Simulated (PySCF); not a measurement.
**Two-component Hartree-Fock for I⁴⁹⁺ (iodine, charge +49)**

Start: [He] 2s2. Calculated with PySCF 2.14 in an uncontracted even-tempered set (17 s from 6.8 bohr⁻², ratio 2.6; 13 p from 8.9 bohr⁻², ratio 2.6; 7 d from 9.1 bohr⁻², ratio 2.8; 4 f from 180 bohr⁻², ratio 2.8): generalised Hartree-Fock with the X2C-1e Hamiltonian and a Gaussian nucleus; spin-orbit coupling (SO) screened by Boettger's factors.

```csv
spinor shell,electrons,"ε, screened SO (eV)",weight of nominal j (screened SO),"rms radius, screened SO (bohr)"
1s1/2,2,-38185.4,1.000,0.0309
2s1/2,2,-9204.9,1.000,0.120
```

| quantity | screened SO |
| --- | --- |
| E (hartree) | -3571.24311 |
| M_J | 0 |
| ⟨J²⟩ | 0.000 |
| ⟨L²⟩ | 0.000 |
| ⟨S²⟩ | 0.000 |

Breit and QED terms are absent; they matter most for the inner s and p1/2 levels.

Densities and radii are taken from the X2C orbitals without a picture-change correction, which distorts them close to the nucleus.
